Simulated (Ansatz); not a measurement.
Reaction (redistribution): `[F][AlH][SeH]` + `NCBO` → `O[BH][AlH][F]` + `NC[SeH]`

Isolated molecules relaxed with PBE0-D4/def2-TZVP in Ansatz; ΔE leaves out vibrations. CBS: MP2 limit from def2 TZ/QZ plus the TZ coupled-cluster correction, frozen cores. This one scheme is used for every species. DFT in def2-TZVPP. For Se outer-core shells are correlated without core-valence functions, which leaves a few kJ/mol of doubt a bond. Scalar relativity is left out up to krypton. Each species was taken in one conformer, which may not be the lowest.

Is it downhill or uphill in electronic energy at CCSD(T)/CBS, and by how much? (Best estimate.)

Ansatz gave: Uphill: ΔE = +224.7 kJ/mol.

What do these levels give: ωB97X-V, B2PLYP, PBE0, CCSD/def2-TZVPP, MP2/def2-QZVPP, CCSD/CBS(def2)? (Estimate.)

Ansatz gave: ωB97X-V 220.5, B2PLYP 222.8, PBE0 222.7, CCSD/def2-TZVPP 221.6, MP2/def2-QZVPP 231.0, CCSD/CBS(def2) 224.8 kJ/mol.

Largest T1 diagnostic among the species: 0.014.

From PBE to PBE0 (25 % exact exchange), in def2-TZVPP and without D4, ΔE moves by +7.4 kJ/mol.
